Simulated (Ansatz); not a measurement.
Born–Oppenheimer molecular dynamics of AlH5N2O (9 atoms, charge 0, multiplicity 1). It goes on from the last frame of an earlier run, with new velocities.

Computed with RKS PBE0-D4/STO-3G (Ansatz 0.2.0).

```
ensemble        : NVT, Nosé–Hoover chain
time step       : 0.25 fs
steps asked     : 250
set temperature : 300 K
thermostat      : time constant 20 fs, chain length 3
seed            : 663782
```

First frame:

```xyz
9
Properties=species:S:1:pos:R:3
Al 0.012 0.369 0.282
N -0.400 1.005 1.850
H -1.336 1.460 2.060
H 0.368 1.512 2.266
O 1.681 0.659 -0.140
H 1.866 -0.037 -0.918
N -1.105 -0.190 -0.783
H -2.035 0.098 -0.868
H -0.757 -0.699 -1.589
```

**Question.** What does the run give?

**Answer.** The run went to its last step.

- steps done: 250
- time covered: 62.5 fs
- mean temperature over the second half: 272 K
- spread of the potential energy over the second half: 6.0 meV per atom
- mean potential energy of the second half above the start: -36.8 meV per atom

The conserved energy stayed within 0.12 meV per atom of its start (net change -0.11 meV per atom), so the integration is sound. A run of 0.062 ps of so small a system gives no equilibrium averages. Limits of this set-up: minimal basis.

**Question.** What happens to the structure?

**Answer.** The same pairs are bonded in the first frame and the last. Pairs count as bonded within 1.25 times the sum of covalent radii (0.12 Å more for H–H). The details hang on the random start.

**Question.** How do temperature and energy run in time?

**Answer.** 
```csv
time (fs),T (K),potential energy less start (eV),conserved less start (meV/atom)
0,300,0.000,0.00
3,578,-0.253,-0.06
6,542,-0.238,0.02
9,496,-0.234,-0.01
12,399,-0.187,-0.04
15,231,-0.067,0.02
18,357,-0.210,-0.05
21,457,-0.335,-0.05
24,402,-0.330,0.00
27,464,-0.428,-0.09
30,328,-0.335,-0.06
33,185,-0.225,0.00
36,302,-0.341,-0.09
39,336,-0.378,-0.07
42,260,-0.317,-0.01
45,349,-0.405,-0.10
48,298,-0.364,-0.09
51,158,-0.240,0.00
54,286,-0.357,-0.09
57,328,-0.394,-0.11
60,194,-0.270,0.00
```

The run took 12 min on 1 thread of Intel(R) Xeon(R) Processor @ 2.50GHz (Skylake/Cascade Lake) (shared host), peak memory 0.1 GiB.
